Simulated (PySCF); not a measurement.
All values below come from PBE-D3(BJ)/def2-TZVP // PBE0-D3(BJ)/def2-TZVP run with PySCF 2.14.0. Isolated molecules, 0 K electronic values unless said otherwise. 

Reference species (SMILES): `[F][AlH][F]` (neutral, multiplicity 1).

```yaml
LUMO: -1.65 eV
HOMO: -8.65 eV
```

Changed species: `[AlH3]` (whole molecule; the reference has whole molecule).

What does the change do to the LUMO and HOMO?

the LUMO drops by 0.88 eV, to -2.53 eV; the HOMO rises by 1.35 eV, to -7.30 eV.
